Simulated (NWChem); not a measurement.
Species: LiCl; SMILES [Li][Cl]

Program: NWChem. The geometry was optimised at B3LYP/6-31G* (spherical d). Static field.

Task: What does the run give for Hartree-Fock/aug-cc-pVDZ? Quantities: isotropic polarisability (bohr³); anisotropy (bohr³).

Result: The isotropic polarisability (bohr³) comes out as 22.7. The anisotropy (bohr³) is 1.5.
